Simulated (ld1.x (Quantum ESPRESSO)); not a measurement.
## platinum (Pt), TM: configuration errors across variants

platinum (Pt), norm-conserving Troullier–Martins (Kleinman–Bylander form), made with ld1.x (Quantum ESPRESSO) 7.5 (LDA (PZ), fully relativistic). Core [Kr] 4d10 4f14, reference 5s2 5p6 5d9 6s0.5 6p0 (charge +0.5). Waves: 5p (bound): rc 1.55 bohr; 5d (bound): rc 1.95 bohr; 5s (bound): rc 1.10 bohr. Local part: the s channel. Core correction: none.

Open shells are filled in proportion to 2j + 1 (rel_dist='average').

Occupied shells without a wave of their own: 6s. They enter only through the test configuration that unscreens the potential.

All-electron excitation energies from the reference (eV): (1) 5s2 5p6 5d9 6s1 6p0 -3.868; (2) 5s2 5p6 5d9 6s0 6p0 5.691; (3) 5s2 5p6 5d8 6s0 6p0 25.966; (4) 5s2 5p6 5d7 6s0 6p0 58.476; (5) 5s2 5p6 5d9.5 6s0.5 6p0 -3.965; (6) 5s2 5p6 5d6 6s0 6p0 104.406; (7) 5s2 5p6 5d8 6s1 6p0 7.575.

For the base: The 6s level has no wave, so the channel is fitted at the deeper level alone: the likely source of the large errors.

A true bound ghost makes a file unfit for plane-wave use even where its test errors are small: the radial tests pick states by their node count and pass the ghost by.

Errors AE − PS in meV (a dash: test not solved or not reliable):

```csv
change,(1),(2),(3),(4),(5),(6),(7),bound ghosts
base,+92,-114,-152,-193,-0.2,-233,+128,none
wave 5p (bound): rc 1.55 bohr becomes 5p (bound): rc 1.14 bohr,+92,-114,-152,-195,-0.1,-239,+129,not determined
wave 5p (bound): rc 1.55 bohr becomes 5p (bound): rc 1.32 bohr,+92,-114,-152,-194,-0.2,-238,+128,not determined
wave 5p (bound): rc 1.55 bohr becomes 5p (bound): rc 1.48 bohr,+92,-114,-152,-193,-0.1,-235,+128,none
wave 5p (bound): rc 1.55 bohr becomes 5p (bound): rc 1.56 bohr,+92,-114,-152,-193,-0.2,-233,+128,none
wave 5p (bound): rc 1.55 bohr becomes 5p (bound): rc 1.72 bohr,+92,-114,-152,-192,-0.2,-228,+129,none
wave 5p (bound): rc 1.55 bohr becomes 5p (bound): rc 1.92 bohr,+92,-114,-152,-191,-0.2,-224,+129,p1/2
wave 5p (bound): rc 1.55 bohr becomes 5p (bound): rc 2.04 bohr,+92,-114,-152,-190,-0.1,-222,+129,p1/2
wave 5p (bound): rc 1.55 bohr becomes 5p (bound): rc 2.16 bohr,+92,-114,-152,-190,-0.1,-223,+129,p1/2
wave 5p (bound): rc 1.55 bohr becomes 5p (bound): rc 2.34 bohr,+92,-114,-152,-191,-0.1,-225,+129,none
```

(1) Give the same row for: wave 5p (bound): rc 1.55 bohr becomes 5p (bound): rc 0.98 bohr.

Results:

(1) +92, -114, -152, -195, -0.1, -239, +128; bound ghosts: not determined.
